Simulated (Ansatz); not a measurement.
Consider the formal exchange of groups at a Ge–S bond: `[SH][GeH]([Cl])[Cl]` + `BrC1CCCC1` → `[Cl][GeH]([Cl])[Br]` + `SC1CCCC1`.

Isolated molecules relaxed with PBE0-D4/def2-TZVP in Ansatz; ΔE leaves out vibrations. CCSD(T)/CBS adds triple-zeta CCSD(T) − MP2 to the extrapolated MP2 energy (def2 sets, frozen cores). DFT in def2-TZVPP. B3LYP here is the variant with VWN-RPA as its local correlation; programs differ in this. HSE06 is defined as in plane-wave codes. For Br, Ge outer-core shells are correlated without core-valence functions, which leaves a few kJ/mol of doubt a bond. Scalar relativity is left out up to krypton. One conformer a species, not always the lowest.

`[SH][GeH]([Cl])[Cl]`:

Z-matrix (Å, degrees):
```
Ge
Cl 1 2.133
Cl 1 2.142 2 108.7
S 1 2.198 2 105.5 3 -118.9
H 1 1.530 2 109.4 3 116.7
H 4 1.345 1 92.7 2 177.5
```

`BrC1CCCC1`:

Z-matrix (Å, degrees):
```
C
C 1 1.516
C 1 1.516 2 103.9
Br 1 1.947 2 113.3 3 -123.3
H 1 1.091 2 111.1 3 119.6
C 2 1.534 1 102.9 3 -41.8
H 2 1.091 1 113.0 3 -164.8
H 2 1.093 1 108.8 3 75.7
C 3 1.534 1 102.9 2 41.7
H 3 1.091 1 113.0 2 164.7
H 3 1.093 1 108.7 2 -75.8
H 6 1.091 2 111.4 1 147.7
H 6 1.092 2 110.4 1 -94.0
H 9 1.092 3 110.4 1 94.2
H 9 1.091 3 111.3 1 -147.4
```

`[Cl][GeH]([Cl])[Br]`:

Cartesian coordinates in Å:
```
Cl 0.691 -1.843 -0.712
Ge -0.038 -0.034 0.141
Cl 1.588 1.330 0.296
Br -1.615 0.853 -1.247
H -0.625 -0.307 1.522
```

`SC1CCCC1`:

Cartesian coordinates in Å:
```
S 0.465 1.196 -2.450
C 0.081 0.083 -1.081
C -1.092 0.491 -0.198
C -0.987 -0.454 1.003
C 0.509 -0.844 1.102
C 1.203 -0.149 -0.076
H 0.728 2.276 -1.695
H -0.158 -0.862 -1.583
H -0.949 1.530 0.116
H -2.051 0.438 -0.716
H -1.355 0.011 1.919
H -1.599 -1.344 0.836
H 0.624 -1.928 1.028
H 0.948 -0.549 2.056
H 2.033 -0.719 -0.495
H 1.601 0.823 0.233
```

```json
{"level": "LDA (SPW92)", "ΔE (kJ/mol)": "-26.6", "difference from CCSD(T)/CBS": "-1.8"}
{"level": "PBE-D4", "ΔE (kJ/mol)": "-25.3", "difference from CCSD(T)/CBS": "-0.5"}
{"level": "revPBE-D4", "ΔE (kJ/mol)": "-26.7", "difference from CCSD(T)/CBS": "-1.9"}
{"level": "BLYP-D4", "ΔE (kJ/mol)": "-24.8", "difference from CCSD(T)/CBS": "0.0"}
{"level": "r2SCAN-D4", "ΔE (kJ/mol)": "-26.3", "difference from CCSD(T)/CBS": "-1.5"}
{"level": "B97M-V", "ΔE (kJ/mol)": "-26.2", "difference from CCSD(T)/CBS": "-1.4"}
{"level": "PBE0-D4", "ΔE (kJ/mol)": "-27.5", "difference from CCSD(T)/CBS": "-2.7"}
{"level": "B3LYP-D4", "ΔE (kJ/mol)": "-26.7", "difference from CCSD(T)/CBS": "-1.9"}
{"level": "r2SCANh-D4", "ΔE (kJ/mol)": "-27.1", "difference from CCSD(T)/CBS": "-2.3"}
{"level": "HSE06-D4", "ΔE (kJ/mol)": "-27.4", "difference from CCSD(T)/CBS": "-2.6"}
{"level": "BHLYP-D4", "ΔE (kJ/mol)": "-29.3", "difference from CCSD(T)/CBS": "-4.5"}
{"level": "ωB97X-V", "ΔE (kJ/mol)": "-28.1", "difference from CCSD(T)/CBS": "-3.3"}
{"level": "ωB97M-V", "ΔE (kJ/mol)": "-27.9", "difference from CCSD(T)/CBS": "-3.1"}
{"level": "B2PLYP", "ΔE (kJ/mol)": "-25.3", "difference from CCSD(T)/CBS": "-0.5"}
{"level": "PBE-QIDH", "ΔE (kJ/mol)": "-27.3", "difference from CCSD(T)/CBS": "-2.5"}
{"level": "PBE", "ΔE (kJ/mol)": "-24.5", "difference from CCSD(T)/CBS": "0.3"}
{"level": "revPBE", "ΔE (kJ/mol)": "-23.7", "difference from CCSD(T)/CBS": "1.1"}
{"level": "BLYP", "ΔE (kJ/mol)": "-23.3", "difference from CCSD(T)/CBS": "1.5"}
{"level": "r2SCAN", "ΔE (kJ/mol)": "-26.1", "difference from CCSD(T)/CBS": "-1.3"}
{"level": "B3LYP", "ΔE (kJ/mol)": "-25.7", "difference from CCSD(T)/CBS": "-0.9"}
{"level": "r2SCANh", "ΔE (kJ/mol)": "-26.9", "difference from CCSD(T)/CBS": "-2.1"}
{"level": "HSE06", "ΔE (kJ/mol)": "-26.9", "difference from CCSD(T)/CBS": "-2.1"}
{"level": "BHLYP", "ΔE (kJ/mol)": "-28.7", "difference from CCSD(T)/CBS": "-3.9"}
{"level": "CAM-B3LYP", "ΔE (kJ/mol)": "-27.7", "difference from CCSD(T)/CBS": "-2.9"}
{"level": "LC-ωPBE", "ΔE (kJ/mol)": "-29.2", "difference from CCSD(T)/CBS": "-4.4"}
{"level": "HF/def2-SVP", "ΔE (kJ/mol)": "-32.9", "difference from CCSD(T)/CBS": "-8.1"}
{"level": "MP2/def2-SVP", "ΔE (kJ/mol)": "-36.5", "difference from CCSD(T)/CBS": "-11.7"}
{"level": "CCSD/def2-SVP", "ΔE (kJ/mol)": "-36.1", "difference from CCSD(T)/CBS": "-11.3"}
{"level": "CCSD(T)/def2-SVP", "ΔE (kJ/mol)": "-35.6", "difference from CCSD(T)/CBS": "-10.8"}
{"level": "HF/def2-TZVPP", "ΔE (kJ/mol)": "-30.9", "difference from CCSD(T)/CBS": "-6.1"}
{"level": "MP2/def2-TZVPP", "ΔE (kJ/mol)": "-23.9", "difference from CCSD(T)/CBS": "0.9"}
{"level": "SCS-MP2/def2-TZVPP", "ΔE (kJ/mol)": "-24.3", "difference from CCSD(T)/CBS": "0.5"}
{"level": "CCSD/def2-TZVPP", "ΔE (kJ/mol)": "-24.5", "difference from CCSD(T)/CBS": "0.3"}
{"level": "CCSD(T)/def2-TZVPP", "ΔE (kJ/mol)": "-23.5", "difference from CCSD(T)/CBS": "1.3"}
{"level": "HF/def2-QZVPP", "ΔE (kJ/mol)": "-31.5", "difference from CCSD(T)/CBS": "-6.7"}
{"level": "MP2/def2-QZVPP", "ΔE (kJ/mol)": "-24.8", "difference from CCSD(T)/CBS": "0.0"}
{"level": "SCS-MP2/def2-QZVPP", "ΔE (kJ/mol)": "-25.0", "difference from CCSD(T)/CBS": "-0.2"}
{"level": "HF/CBS(def2)", "ΔE (kJ/mol)": "-31.5", "difference from CCSD(T)/CBS": "-6.7"}
{"level": "MP2/CBS(def2)", "ΔE (kJ/mol)": "-25.2", "difference from CCSD(T)/CBS": "-0.4"}
{"level": "CCSD/CBS(def2)", "ΔE (kJ/mol)": "-25.8", "difference from CCSD(T)/CBS": "-1.0"}
{"level": "CCSD(T)/CBS", "ΔE (kJ/mol)": "-24.8", "difference from CCSD(T)/CBS": "0"}
```

Largest T1 diagnostic among the species: 0.010.

Leaving LDA and LC-ωPBE aside and taking each functional with its dispersion term where it has one, the values spread over 4.5 kJ/mol, from BHLYP-D4 to BLYP-D4. From BLYP to BHLYP (50 % exact exchange), in def2-TZVPP and without D4, ΔE moves by −5.3 kJ/mol.
